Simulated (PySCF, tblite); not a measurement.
Compound: C₄H₅ClOSi.
Numbering: `[Cl:1][SiH2:2][c:3]1[cH:4][cH:5][cH:6][o:7]1` (hydrogens: H8, H9 on Si2; H10 on C4; H11 on C5; H12 on C6)

Structure used (GFN2-xTB), in Å, numbered top down from 1:
```
atom  x, y, z in Å
Cl1    2.7561    1.7704   -0.2686
Si2    2.1187   -0.0742    0.2258
C3     0.2578   -0.0691    0.0448
C4    -0.6527    0.8913   -0.3151
C5    -1.9257    0.2842   -0.2683
C6    -1.7055   -1.0039    0.1154
O7    -0.4000   -1.2269    0.3064
H8     2.7225   -1.0424   -0.6875
H9     2.5037   -0.3488    1.6091
H10   -0.4292    1.9051   -0.5791
H11   -2.8695    0.7390   -0.4891
H12   -2.3750   -1.8254    0.2801
```

The calculation used CAM-B3LYP/def2-SVPD in PySCF (dipole) on a GFN2-xTB geometry, gas phase.

Take the most abundant isotopes and a rigid rotor. The values belong to one conformer with, in the numbering `[Cl:1][SiH2:2][c:3]1[cH:4][cH:5][cH:6][o:7]1`, Cl1–Si2–C3–C4 -1°.

Give the principal moments of inertia and the rotational constants in GHz.

Ia = 99.94, Ib = 497.51, Ic = 591.58 u·Å²; 505379 MHz·u·Å²/I gives 5057, 1016 and 854.3 MHz, that is A = 5.0566, B = 1.0158, C = 0.8543 GHz.

Classify the top.

A near-prolate asymmetric top: κ = (2 × 1016 − 5057 − 854.3)/(5057 − 854.3) = -0.92.

What does the inertial defect say?

Not planar: Δ = Ic − Ia − Ib = -5.87 u·Å². For a rigid frame Δ = −2 Σ m c², so Σ m c² = 2.93 u·Å² lies off the ab plane: 2.93 from hydrogen and 0.01 from heavier atoms. The atom farthest from that plane is 1.22 Å away.

List the rotational levels J(Ka,Kc) to J = 3 (MHz).

Above 0(0,0):
J = 1: 1(0,1) 1870, 1(1,1) 5911, 1(1,0) 6072
J = 2: 2(0,2) 5606, 2(1,2) 9490, 2(1,1) 9974, 2(2,1) 22097, 2(2,0) 22101
J = 3: 3(0,3) 11197, 3(1,3) 14855, 3(1,2) 15824, 3(2,2) 27707, 3(2,1) 27731, 3(3,1) 48318, 3(3,0) 48318
Those of J = 1 are B + C, A + C and A + B.

Which lines would a microwave search look for?

The dipole components are |μa| = 1.50 D, |μb| = 0.03 D, |μc| = 0.00 D; the mirror of this Cs structure is the ab plane, so μc vanishes by symmetry (the 0.01 D computed is a residue) and there are no c-type lines. The squared components, which scale the intensities, stand as 1.00 : 0.00 (a : b). Some lines, for components of 0.1 D or more:

```json
{"type": "a", "branch": "Q", "J(Ka,Kc)": "2(1,1) ← 2(1,2)", "MHz": "485", "lower level (cm⁻¹)": "0.317"}
{"type": "a", "branch": "Q", "J(Ka,Kc)": "3(1,2) ← 3(1,3)", "MHz": "969", "lower level (cm⁻¹)": "0.495"}
{"type": "a", "branch": "Q", "J(Ka,Kc)": "4(1,3) ← 4(1,4)", "MHz": "1615", "lower level (cm⁻¹)": "0.734"}
{"type": "a", "branch": "R", "J(Ka,Kc)": "1(0,1) ← 0(0,0)", "MHz": "1870", "lower level (cm⁻¹)": "0.000"}
{"type": "a", "branch": "R", "J(Ka,Kc)": "2(1,2) ← 1(1,1)", "MHz": "3579", "lower level (cm⁻¹)": "0.197"}
{"type": "a", "branch": "R", "J(Ka,Kc)": "2(0,2) ← 1(0,1)", "MHz": "3735", "lower level (cm⁻¹)": "0.062"}
{"type": "a", "branch": "R", "J(Ka,Kc)": "3(1,3) ← 2(1,2)", "MHz": "5365", "lower level (cm⁻¹)": "0.317"}
{"type": "a", "branch": "R", "J(Ka,Kc)": "3(0,3) ← 2(0,2)", "MHz": "5591", "lower level (cm⁻¹)": "0.187"}
{"type": "a", "branch": "R", "J(Ka,Kc)": "3(2,2) ← 2(2,1)", "MHz": "5610", "lower level (cm⁻¹)": "0.737"}
{"type": "a", "branch": "R", "J(Ka,Kc)": "4(2,3) ← 3(2,2)", "MHz": "7477", "lower level (cm⁻¹)": "0.924"}
{"type": "a", "branch": "R", "J(Ka,Kc)": "4(3,1) ← 3(3,0)", "MHz": "7490", "lower level (cm⁻¹)": "1.612"}
{"type": "a", "branch": "R", "J(Ka,Kc)": "4(2,2) ← 3(2,1)", "MHz": "7524", "lower level (cm⁻¹)": "0.925"}
{"type": "a", "branch": "R", "J(Ka,Kc)": "4(1,3) ← 3(1,2)", "MHz": "7794", "lower level (cm⁻¹)": "0.528"}
```

Its GFN2-xTB frequencies are all real (lowest 30 cm⁻¹). Zero-point vibration and centrifugal distortion are left out. Quadrupole hyperfine structure (35Cl) is left out.
